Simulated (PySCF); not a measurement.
Correlation energy of Si (silicon, neutral)

[Ne] 3s1 3p2 4s1, high-spin 5P determinant (an excited configuration). Calculation: PySCF 2.14, in aug-cc-pCVTZ-DK (8s7p5d3f, 75 functions); the spin-free X2C one-electron Hamiltonian (Gaussian nucleus). Frozen: 1s2; 12 electrons correlated.

| level | correlation energy (mhartree) |
| --- | --- |
| CCSD | -307.72 |
| (T) | -2.43 |
| CCSD(T) | -310.15 |

Diagnostics: T1 = 0.0079, D1 = 0.0372, largest double amplitude 0.039.

The outer electron is Rydberg-like, and this basis confines it to a smaller radius and binds it less than a complete one would.

Cost of the coupled-cluster step: of the order of 40 core-seconds, for 12 correlated electrons.

Iterations:

```
CC2 = 0
CCSD nocc = (np.int64(8), np.int64(4)), nmo = (74, 74)
frozen orbitals [[0], [0]]
max_cycle = 100
direct = 0
conv_tol = 1e-08
conv_tol_normt = 1e-06
diis_space = 8
diis_start_cycle = 0
Init t2, MP2 energy = -0.296209143462965
Init E_corr(UCCSD) = -0.296209143472772
cycle = 1  E_corr(UCCSD) = -0.304245570424945  dE = -0.00803642695  norm(t1,t2) = 0.0383335
cycle = 2  E_corr(UCCSD) = -0.306604771048765  dE = -0.00235920062  norm(t1,t2) = 0.0159116
cycle = 3  E_corr(UCCSD) = -0.307702495349447  dE = -0.0010977243  norm(t1,t2) = 0.00795464
cycle = 4  E_corr(UCCSD) = -0.307638882880628  dE = 6.36124688e-05  norm(t1,t2) = 0.00350937
cycle = 5  E_corr(UCCSD) = -0.307681857991492  dE = -4.29751109e-05  norm(t1,t2) = 0.00226716
cycle = 6  E_corr(UCCSD) = -0.307726280455253  dE = -4.44224638e-05  norm(t1,t2) = 0.000797466
cycle = 7  E_corr(UCCSD) = -0.307711394217432  dE = 1.48862378e-05  norm(t1,t2) = 0.000311691
cycle = 8  E_corr(UCCSD) = -0.30771512862228  dE = -3.73440485e-06  norm(t1,t2) = 0.000152455
cycle = 9  E_corr(UCCSD) = -0.30771625930619  dE = -1.13068391e-06  norm(t1,t2) = 0.000396526
cycle = 10  E_corr(UCCSD) = -0.307716186105752  dE = 7.32004378e-08  norm(t1,t2) = 6.75313e-05
cycle = 11  E_corr(UCCSD) = -0.307714701705329  dE = 1.48440042e-06  norm(t1,t2) = 1.84748e-05
cycle = 12  E_corr(UCCSD) = -0.307715021480539  dE = -3.19775209e-07  norm(t1,t2) = 6.40535e-06
cycle = 13  E_corr(UCCSD) = -0.307715133080989  dE = -1.1160045e-07  norm(t1,t2) = 1.34537e-06
cycle = 14  E_corr(UCCSD) = -0.30771514048679  dE = -7.40580186e-09  norm(t1,t2) = 2.45919e-07
UCCSD converged
E(UCCSD) = -289.4496780281631  E_corr = -0.3077151404867905
UCCSD(T) correction = -0.00242619133515884
```
